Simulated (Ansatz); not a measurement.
The same molecule with X = O, S, Se. Ansatz, PBE0-D4/def2-TZVP geometries, multiplicity 1.

Scalar relativity is left out up to krypton.

```json
{"X": "S", "molecule": "`C[S][GaH2]`", "mean X–C bond length / Å": "1.818", "mean X–Ga bond length / Å": "2.184", "HOMO energy (B3LYP/def2-TZVPP) / eV": "-6.91", "HOMO energy (ωB97M-V/def2-TZVPP) / eV": "-9.27", "LUMO energy (ωB97M-V/def2-TZVPP) / eV": "0.33"}
{"X": "Se", "molecule": "`C[Se][GaH2]`", "mean X–C bond length / Å": "1.961", "mean X–Ga bond length / Å": "2.306", "HOMO energy (B3LYP/def2-TZVPP) / eV": "-6.64", "HOMO energy (ωB97M-V/def2-TZVPP) / eV": "-8.95", "LUMO energy (ωB97M-V/def2-TZVPP) / eV": "0.25"}
```

Question: Give the row for X = O, `C[O][GaH2]`. (An estimate is asked.)

Answer: Computed: 
| X | molecule | mean X–C bond length / Å | mean X–Ga bond length / Å | HOMO energy (B3LYP/def2-TZVPP) / eV | HOMO energy (ωB97M-V/def2-TZVPP) / eV | LUMO energy (ωB97M-V/def2-TZVPP) / eV |
| --- | --- | --- | --- | --- | --- | --- |
| O | `C[O][GaH2]` | 1.402 | 1.782 | -7.64 | -10.25 | 0.47 |

From O to Se the mean X–C bond length rises at each step, by 0.559 Å in all; the mean X–Ga bond length rises at each step, by 0.524 Å in all; the HOMO energy (B3LYP/def2-TZVPP) rises at each step, by 1.00 eV in all; the HOMO energy (ωB97M-V/def2-TZVPP) rises at each step, by 1.30 eV in all; the LUMO energy (ωB97M-V/def2-TZVPP) falls at each step, by 0.22 eV in all. Bonds lengthen as the atom grows down the group.

B3LYP here is the variant with VWN-RPA as its local correlation; programs differ in this.

Spin–orbit coupling is left out; it splits and shifts lone-pair levels of the heavy atoms by tenths of an eV.
